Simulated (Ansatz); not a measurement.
Ansatz (a first-principles code) job for C3H4BrF, SMILES F[C@@H]1C[C@H]1Br, PBE-D3(BJ)/def2-SVP. 

Ansatz 0.2 input:
```yaml
crystal:
  periodic: [false, false, false]
  atoms:
    - {symbol: F, position_ang: [-1.51618402, 2.20406512, 0.67987656]}
    - {symbol: C, position_ang: [-1.14679735, 1.13477403, -0.06052531]}
    - {symbol: C, position_ang: [-1.75867524, -0.19013372, 0.24707618]}
    - {symbol: C, position_ang: [-0.32506095, 0.08963159, 0.60099126]}
    - {symbol: Br, position_ang: [1.09951384, -0.75944877, -0.33981324]}
    - {symbol: H, position_ang: [-0.93319607, 1.39570480, -1.10226889]}
    - {symbol: H, position_ang: [-2.46022845, -0.24089792, 1.08442142]}
    - {symbol: H, position_ang: [-1.97496441, -0.86063666, -0.58841332]}
    - {symbol: H, position_ang: [-0.08573820, 0.24431912, 1.65558232]}
basis:
  gaussian:
    orbitals: def2-SVP
hamiltonian:
  xc: pbe
  dispersion: d3bj
relax: {f_tol: 0.002, max_steps: 200}
```

Log of the run:

```
WARN ansatz: RAYON_NUM_THREADS=1 ignored (pool sized by the plan → 1); use --threads N
Functional definition: PBE
integrals: 0.05 GiB planned
1199 factors; their error is unknown
mean field: 0.30 GiB planned
mean field evaluation 1: about -75900.7141 eV, gradient 5.5e1 eV
mean field evaluation 2: about -75887.4051 eV, gradient 8.8e1 eV
mean field evaluation 4: about -75908.1374 eV, gradient 6.8e0 eV
mean field evaluation 8: about -75908.2242 eV, gradient 3.9e-2 eV
mean field evaluation 16: about -75908.1121 eV, gradient 5.2e-4 eV
mean field -75908.11211937 eV, -2789.5716680204 hartree, gradient 1.0e-5 eV, S^2 0.000000; 0 other end points of the search recorded, 0 dependent functions left out
the calculation of the forces begins
reference -75908.11214875 eV, -2789.5716691003 hartree; 33, 33 occupied and 75, 75 virtual orbitals, 1199 factors
relax step   1: F+E_penalty+E_count = -75908.29965125 eV  Δ(F+E_penalty+E_count) = +0.000e0 eV  max|allowed force component| = 5.371e-1 eV/Å  Δτ_max = 0.0000 Å  (28 SCF iters, accepted)
these checks for a lower state are left out or cut short: starts, cluster_reference, orbital_swaps, neighbouring_geometries, increment
integrals: 0.05 GiB planned
1199 factors; their error is unknown
mean field: 0.30 GiB planned
mean field -75908.13063180 eV, -2789.5723483398 hartree, gradient 1.3e-5 eV, S^2 0.000000; 0 other end points of the search recorded, 0 dependent functions left out
the calculation of the forces begins
reference -75908.13066132 eV, -2789.5723494245 hartree; 33, 33 occupied and 75, 75 virtual orbitals, 1199 factors
relax step   2: F+E_penalty+E_count = -75908.31723067 eV  Δ(F+E_penalty+E_count) = -1.758e-2 eV  max|allowed force component| = 2.075e-1 eV/Å  Δτ_max = 0.0190 Å  (32 SCF iters, accepted)
these checks for a lower state are left out or cut short: starts, cluster_reference, orbital_swaps, neighbouring_geometries, increment
integrals: 0.05 GiB planned
1199 factors; their error is unknown
mean field: 0.30 GiB planned
mean field evaluation 32: about -75908.1337 eV, gradient 1.3e-5 eV
mean field -75908.13371513 eV, -2789.5724616500 hartree, gradient 1.3e-5 eV, S^2 0.000000; 0 other end points of the search recorded, 0 dependent functions left out
the calculation of the forces begins
reference -75908.13374473 eV, -2789.5724627379 hartree; 33, 33 occupied and 75, 75 virtual orbitals, 1199 factors
relax step   3: F+E_penalty+E_count = -75908.31987109 eV  Δ(F+E_penalty+E_count) = -2.640e-3 eV  max|allowed force component| = 1.691e-2 eV/Å  Δτ_max = 0.0091 Å  (32 SCF iters, accepted)
these checks for a lower state are left out or cut short: starts, cluster_reference, orbital_swaps, neighbouring_geometries, increment
integrals: 0.05 GiB planned
1199 factors; their error is unknown
mean field: 0.30 GiB planned
mean field -75908.13375030 eV, -2789.5724629426 hartree, gradient 1.3e-5 eV, S^2 0.000000; 0 other end points of the search recorded, 0 dependent functions left out
the calculation of the forces begins
reference -75908.13377991 eV, -2789.5724640306 hartree; 33, 33 occupied and 75, 75 virtual orbitals, 1199 factors
relax step   4: F+E_penalty+E_count = -75908.31989214 eV  Δ(F+E_penalty+E_count) = -2.105e-5 eV  max|allowed force component| = 7.353e-3 eV/Å  Δτ_max = 0.0010 Å  (33 SCF iters, accepted)
these checks for a lower state are left out or cut short: starts, cluster_reference, orbital_swaps, neighbouring_geometries, increment
integrals: 0.05 GiB planned
1199 factors; their error is unknown
mean field: 0.30 GiB planned
mean field -75908.13374637 eV, -2789.5724627980 hartree, gradient 1.3e-5 eV, S^2 0.000000; 0 other end points of the search recorded, 0 dependent functions left out
the calculation of the forces begins
reference -75908.13377598 eV, -2789.5724638861 hartree; 33, 33 occupied and 75, 75 virtual orbitals, 1199 factors
relax step   5: F+E_penalty+E_count = -75908.31989538 eV  Δ(F+E_penalty+E_count) = -3.238e-6 eV  max|allowed force component| = 2.847e-3 eV/Å  Δτ_max = 0.0009 Å  (34 SCF iters, accepted)
these checks for a lower state are left out or cut short: starts, cluster_reference, orbital_swaps, neighbouring_geometries, increment
integrals: 0.05 GiB planned
1199 factors; their error is unknown
mean field: 0.30 GiB planned
mean field -75908.13375026 eV, -2789.5724629411 hartree, gradient 1.3e-5 eV, S^2 0.000000; 0 other end points of the search recorded, 0 dependent functions left out
the calculation of the forces begins
reference -75908.13377987 eV, -2789.5724640292 hartree; 33, 33 occupied and 75, 75 virtual orbitals, 1199 factors
relax step   6: F+E_penalty+E_count = -75908.31989691 eV  Δ(F+E_penalty+E_count) = -1.530e-6 eV  max|allowed force component| = 6.143e-4 eV/Å  Δτ_max = 0.0005 Å  (34 SCF iters, accepted)
integrals: 0.05 GiB planned
1199 factors; their error is unknown
mean field: 0.30 GiB planned
mean field evaluation 64: about -75908.0126 eV, gradient 1.1e1 eV
mean field -75908.13375026 eV, -2789.5724629411 hartree, gradient 1.3e-5 eV, S^2 0.000000; 1 other end points of the search recorded, 0 dependent functions left out
the calculation of the forces begins
reference -75908.13377987 eV, -2789.5724640292 hartree; 33, 33 occupied and 75, 75 virtual orbitals, 1199 factors
Total energy: -75908.31992652 eV, -2789.5793047923 hartree
Atom 0 at    -1.520307     2.227243     0.681687 Å, force    -0.000144    -0.000294    -0.000124 eV/Å
Atom 1 at    -1.148301     1.142383    -0.061901 Å, force     0.000153     0.000614     0.000033 eV/Å
Atom 2 at    -1.764985    -0.194852     0.247760 Å, force    -0.000130    -0.000159    -0.000034 eV/Å
Atom 3 at    -0.321017     0.087629     0.602925 Å, force     0.000523    -0.000336    -0.000067 eV/Å
Atom 4 at     1.123099    -0.770437    -0.341558 Å, force    -0.000337     0.000083     0.000138 eV/Å
Atom 5 at    -0.935144     1.401556    -1.113774 Å, force    -0.000094    -0.000060    -0.000198 eV/Å
Atom 6 at    -2.469101    -0.251891     1.093160 Å, force     0.000094     0.000039     0.000283 eV/Å
Atom 7 at    -1.986572    -0.865195    -0.597031 Å, force     0.000084     0.000133    -0.000170 eV/Å
Atom 8 at    -0.079004     0.240942     1.665659 Å, force    -0.000150    -0.000020     0.000138 eV/Å
Dipole moment:    -0.198676    -0.107615    -0.010691 e Å
```

Self-consistency was reached.

Cost: very roughly 21 core-seconds.
